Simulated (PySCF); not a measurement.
PySCF input file for C3H7O2, SMILES CC(O)C[O], multiplicity 2, IEF-PCM-PBE0/def2-SVP. Geometry optimised at ωB97X-D3(BJ)/def2-SVP. The isomer is the one that the SMILES or the coordinates give; other isomers of the formula were not compared. The values are those of a single conformer.

```python
import numpy as np
from pyscf import gto, scf, dft
from pyscf.solvent import pcm

mol = gto.M(
    atom='''
    C     1.53848117    0.14237430    0.04644732
    C     0.08085283    0.53314205   -0.15340419
    O    -0.36775346    1.47182412    0.80629251
    C    -0.85193978   -0.66962950   -0.00005281
    O    -0.60170826   -1.71438600   -0.82773937
    H     2.20924551    1.00025215   -0.12603337
    H     1.69539325   -0.21970420    1.07562114
    H     1.81378851   -0.65738432   -0.65749395
    H    -0.05189926    0.92892315   -1.18141856
    H     0.18571455    2.25753228    0.74428028
    H    -0.78575037   -1.05225593    1.04729612
    H    -1.91516363   -0.35218935   -0.08861862
    ''',
    basis='def2-SVP',
    charge=0,
    spin=1,
    max_memory=1600,
    verbose=3,
)
mf = dft.UKS(mol, xc='pbe0').density_fit(auxbasis='def2-universal-jkfit')
mf.grids.level = 3
mf.conv_tol = 1e-9
mf.max_cycle = 100
mf.kernel()
fine, coarse = mf.grids, dft.Grids(mol).set(level=1).build(with_non0tab=True)
for _ in range(3):  # follow internal instabilities
    mf.grids = coarse
    mo, _, stable, _ = mf.stability(return_status=True, nroots=4)
    mf.grids = fine
    if stable:
        break
    mf.kernel(mf.make_rdm1(mo, mf.mo_occ))
res = {}
for name, eps in {'water': 78.355, 'cyclohexanone': 15.619, 'acetonitrile': 35.688}.items():
    s = mf.PCM()
    s.with_solvent.method, s.with_solvent.eps, s.with_solvent.lebedev_order = 'IEF-PCM', eps, 29
    s.kernel(mf.make_rdm1())
    res[name] = (s.e_tot, eps, s.dip_moment(), s.mo_energy, s.converged)
    print(f'{name}: electrostatic solvation free energy {(s.e_tot - mf.e_tot) * 627.509474:.3f} kcal/mol')
```

Program output:

```

WARN: HOMO -0.31982793153139 >= LUMO -0.319827931531389

converged SCF energy = -268.397164406046  <S^2> = 0.75358868  2S+1 = 2.0035855
<class 'pyscf.df.df_jk.DFUKS'> wavefunction is stable in the internal stability analysis

WARN: PCM is an experimental feature. It is still in testing.
Features and APIs may be changed in the future.

converged SCF energy = -268.406469108658  <S^2> = 0.75364187  2S+1 = 2.0036386
Dipole moment(X, Y, Z, Debye):  1.04940,  2.22417,  0.45236
water: electrostatic solvation free energy -5.839 kcal/mol

WARN: PCM is an experimental feature. It is still in testing.
Features and APIs may be changed in the future.

converged SCF energy = -268.405702370839  <S^2> = 0.75363716  2S+1 = 2.0036339
Dipole moment(X, Y, Z, Debye):  1.03631,  2.18320,  0.44312
cyclohexanone: electrostatic solvation free energy -5.358 kcal/mol

WARN: PCM is an experimental feature. It is still in testing.
Features and APIs may be changed in the future.

converged SCF energy = -268.406235208105  <S^2> = 0.75364042  2S+1 = 2.0036371
Dipole moment(X, Y, Z, Debye):  1.04537,  2.21157,  0.44954
acetonitrile: electrostatic solvation free energy -5.692 kcal/mol
```

The calculation finished and met its thresholds.
